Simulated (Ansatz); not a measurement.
Cartesian coordinates (Å):
SMILES: C#CC#N
```xyz
5

C     -1.2706    -0.1780     0.2368
C     -0.0842    -0.0118     0.1487
C      1.2674     0.1776     0.0483
N      2.4083     0.3374    -0.0365
H     -2.3209    -0.3252     0.3148
```
Charge 0, spin multiplicity 1.

Level of theory: Ansatz (a program for electronic structure) with frozen-core CCSD(T)/cc-pVTZ // B3LYP-D3(BJ)/def2-TZVP. The restricted HF reference is unstable towards unrestricted orbitals.

| Item | Result |
|---|---|
| HF energy | -168.60521 Ha |
| MP2 correlation energy | -0.63492 Ha |

Estimate the CCSD correlation energy, the (T) correction, the total energy and the T1 diagnostic.


```
Item                             Value
-----------------------  -------------
CCSD correlation energy    -0.63630 Ha
(T) correction             -0.03691 Ha
CCSD(T) total energy     -169.27842 Ha
T1 diagnostic                    0.015
```
